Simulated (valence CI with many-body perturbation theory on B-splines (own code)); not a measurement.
# Energy levels of Nd⁴⁵⁺

Method: relativistic CI+MBPT: five valence electrons over a frozen Dirac-Fock core [Ne], a basis of 11 s, 11 p, 10 d, 8 f, 5 g, 2 h functions for each j, with the one-electron correlation potential Σ1 (screened to all orders), the two-electron term Σ2, the three-electron term Σ3, Breit, model QED; selected single and double excitations, second order for the rest, scaled by the run's own slope (own B-spline code, finite nucleus).

No measured spectrum was set against this ion. As an estimate, large intervals hold to a few tenths of a per cent, small ones and those within an open d or f shell to about a per cent. Among the levels kept, up to 3100 cm⁻¹ of a level comes from second order outside the variational space, and about a tenth of that is noise between levels of different J, which matters for small intervals.

Levels 46 to 90 of 169, with energies above the lowest level, (3s^2 3p1/2^2 3p3/2) J=3/2. "Leading %" is the weight of the configuration and term that name the level; weights of strongly mixed levels are sums over their largest components and can fall short. In the jj column 3d3/2^4 stands for four electrons in 3d with j = 3/2. Lifetimes count E1, E2, E3, M1 and M2 decay at the calculated energies, and are blank where another channel may lead or the interval is too uncertain; long ones can be off by a factor of two.

```
No.  Configuration  Term     J  E (eV)  Leading %      g  Lifetime     Second component                     Leading jj
 46     3s2.3p2.3d    2D   3/2  466.44         65  0.872   1.27 ps    9 % 3s2.3p2.3d 2P      3s^2 3p3/2^2 3d3/2 (86 %)
 47      3s.3p3.3d   2P°   3/2  467.12         34  1.171   10.3 ps   17 % 3s.3p3.3d 4D°  3s 3p1/2^2 3p3/2 3d5/2 (74 %)
 48      3s.3p3.3d   2F°   7/2  468.29         31  1.237   7.49 ps   26 % 3s.3p3.3d 4D°  3s 3p1/2^2 3p3/2 3d5/2 (76 %)
 49     3s2.3p.3d2   4G°   5/2  478.90         47  0.766   2.61 ps  29 % 3s2.3p.3d2 2F°      3s^2 3p1/2 3d3/2^2 (84 %)
 50      3s.3p3.3d   2F°   7/2  480.90         24  1.162   3.40 ps   16 % 3s.3p3.3d 4G°  3s 3p1/2^2 3p3/2 3d5/2 (87 %)
 51     3s2.3p2.3d    2D   5/2  483.40         77  1.202    760 ps   14 % 3s2.3p2.3d 4D      3s^2 3p3/2^2 3d5/2 (98 %)
 52      3s.3p3.3d   4D°   1/2  486.13         44  0.551   6.65 ps   35 % 3s.3p3.3d 2P°  3s 3p1/2^2 3p3/2 3d5/2 (89 %)
 53      3s.3p3.3d   2F°   5/2  490.59         24  1.071   2.87 ps   13 % 3s.3p3.3d 2D°  3s 3p1/2^2 3p3/2 3d5/2 (78 %)
 54      3s.3p3.3d   4D°   3/2  492.17         26  1.377   3.07 ps   15 % 3s.3p3.3d 2P°  3s 3p1/2^2 3p3/2 3d5/2 (81 %)
 55     3s2.3p2.3d    2D   3/2  494.75         41  1.157   2.77 ps   40 % 3s2.3p2.3d 2P      3s^2 3p3/2^2 3d5/2 (90 %)
 56     3s2.3p2.3d    2D   5/2  499.22         52  1.152   2.20 ps   19 % 3s2.3p2.3d 2F      3s^2 3p3/2^2 3d5/2 (89 %)
 57     3s2.3p.3d2   4D°   1/2  508.99         41  0.641   1.05 ps  29 % 3s2.3p.3d2 2P°      3s^2 3p1/2 3d3/2^2 (81 %)
 58     3s2.3p.3d2   4G°   7/2  509.33         52  1.050   10.1 ps  13 % 3s2.3p.3d2 4F°  3s^2 3p1/2 3d3/2 3d5/2 (84 %)
 59     3s2.3p.3d2   4F°   3/2  510.55         32  0.859   1.22 ps  25 % 3s2.3p.3d2 2D°      3s^2 3p1/2 3d3/2^2 (43 %)
 60     3s2.3p.3d2   4F°   5/2  511.00         16  1.121   9.91 ps  14 % 3s2.3p.3d2 4G°  3s^2 3p1/2 3d3/2 3d5/2 (78 %)
 61     3s2.3p.3d2   4P°   1/2  513.50         29  1.946   21.6 ps   19 % 3s.3p3.3d 6D°  3s^2 3p1/2 3d3/2 3d5/2 (66 %)
 62     3s2.3p.3d2   4D°   3/2  515.70         20  1.156   1.28 ps  13 % 3s2.3p.3d2 2P°      3s^2 3p1/2 3d3/2^2 (41 %)
 63     3s2.3p.3d2   2H°   9/2  520.06         34  1.076   12.0 ps  32 % 3s2.3p.3d2 2G°  3s^2 3p1/2 3d3/2 3d5/2 (83 %)
 64            3p5   2P°   3/2  531.13         32  1.155   3.25 ps   11 % 3s.3p3.3d 2P°  3s 3p1/2 3p3/2^2 3d3/2 (39 %)
 65     3s2.3p.3d2   4D°   7/2  536.83         26  1.306   2.30 ps   21 % 3s.3p3.3d 6D°  3s^2 3p1/2 3d3/2 3d5/2 (34 %)
 66      3s.3p3.3d   4F°   5/2  539.80         26  1.176   3.61 ps   18 % 3s.3p3.3d 6D°  3s 3p1/2 3p3/2^2 3d3/2 (66 %)
 67     3s2.3p.3d2   4D°   5/2  541.61         28  1.208    908 fs  15 % 3s2.3p.3d2 4F°  3s^2 3p1/2 3d3/2 3d5/2 (69 %)
 68      3s.3p3.3d   4D°   1/2  545.16         21  1.650   2.71 ps   20 % 3s.3p3.3d 6D°  3s 3p1/2 3p3/2^2 3d3/2 (63 %)
 69            3p5   2P°   3/2  546.61         27  1.261   1.68 ps   16 % 3s.3p3.3d 6D°  3s 3p1/2 3p3/2^2 3d3/2 (35 %)
 70     3s2.3p.3d2   4S°   3/2  547.28         17  1.406    862 fs  14 % 3s2.3p.3d2 4D°  3s^2 3p1/2 3d3/2 3d5/2 (64 %)
 71         3s.3p4    2S   1/2  548.25         33  1.731    890 fs       31 % 3s.3p4 2P              3s 3p3/2^4 (87 %)
 72      3s.3p3.3d   4D°   7/2  548.66         40  1.224   7.07 ps   12 % 3s.3p3.3d 4G°  3s 3p1/2 3p3/2^2 3d3/2 (50 %)
 73     3s2.3p.3d2   2F°   7/2  550.10         27  1.140   1.90 ps  24 % 3s2.3p.3d2 2G°  3s^2 3p1/2 3d3/2 3d5/2 (45 %)
 74     3s2.3p.3d2   2H°   9/2  551.12         28  1.138   12.1 ps  16 % 3s2.3p.3d2 4G°      3s^2 3p1/2 3d5/2^2 (55 %)
 75     3s2.3p.3d2   2P°   3/2  559.72         20  1.184   3.15 ps  19 % 3s2.3p.3d2 2D°      3s^2 3p1/2 3d5/2^2 (62 %)
 76     3s2.3p.3d2   2F°   5/2  560.42         32  1.112   5.76 ps  19 % 3s2.3p.3d2 4D°      3s^2 3p1/2 3d5/2^2 (78 %)
 77      3s.3p3.3d   2G°   9/2  560.54         42  1.146   4.27 ps   33 % 3s.3p3.3d 4G°  3s 3p1/2 3p3/2^2 3d3/2 (79 %)
 78      3s.3p3.3d   4F°   9/2  564.67         36  1.343   9.15 ps   33 % 3s.3p3.3d 6D°  3s 3p1/2 3p3/2^2 3d5/2 (91 %)
 79      3s.3p3.3d   4D°   1/2  564.69         32  0.711   4.55 ps  22 % 3s2.3p.3d2 2P°  3s 3p1/2 3p3/2^2 3d5/2 (47 %)
 80      3s.3p3.3d   4F°   3/2  565.10         33  0.901   2.23 ps   16 % 3s.3p3.3d 2D°  3s 3p1/2 3p3/2^2 3d3/2 (69 %)
 81      3s.3p3.3d   4P°   5/2  569.23         30  1.339   1.20 ps   14 % 3s.3p3.3d 4D°  3s 3p1/2 3p3/2^2 3d3/2 (68 %)
 82      3s.3p3.3d   4D°   7/2  569.95         26  1.149   1.64 ps   18 % 3s.3p3.3d 4G°  3s 3p1/2 3p3/2^2 3d3/2 (72 %)
 83      3s.3p3.3d   2P°   1/2  573.98         24  0.658   2.36 ps   22 % 3s.3p3.3d 4D°  3s 3p1/2 3p3/2^2 3d3/2 (56 %)
 84      3s.3p3.3d   4P°   3/2  576.64         20  1.288   1.08 ps   16 % 3s.3p3.3d 4F°  3s 3p1/2 3p3/2^2 3d3/2 (80 %)
 85      3s.3p3.3d   4D°   7/2  577.84         20  1.282   2.35 ps  13 % 3s2.3p.3d2 4D°  3s 3p1/2 3p3/2^2 3d5/2 (51 %)
 86      3s.3p3.3d   4F°   5/2  578.87         23  1.033   1.74 ps   19 % 3s.3p3.3d 2D°  3s 3p1/2 3p3/2^2 3d3/2 (84 %)
 87      3s.3p3.3d   4F°   3/2  579.88         23  1.058   1.23 ps   17 % 3s.3p3.3d 4D°  3s 3p1/2 3p3/2^2 3d3/2 (86 %)
 88      3s.3p3.3d   4G°  11/2  580.59         96  1.265   12.2 ps                       3s 3p1/2 3p3/2^2 3d5/2 (96 %)
 89      3s.3p3.3d   2G°   7/2  583.97         43  1.092   1.18 ps   14 % 3s.3p3.3d 4D°  3s 3p1/2 3p3/2^2 3d3/2 (80 %)
 90      3s.3p3.3d   2D°   5/2  585.84         26  1.090   1.15 ps   16 % 3s.3p3.3d 2F°  3s 3p1/2 3p3/2^2 3d3/2 (86 %)
```

Where two levels of one J and parity lie close, their mixing, g and order are uncertain.
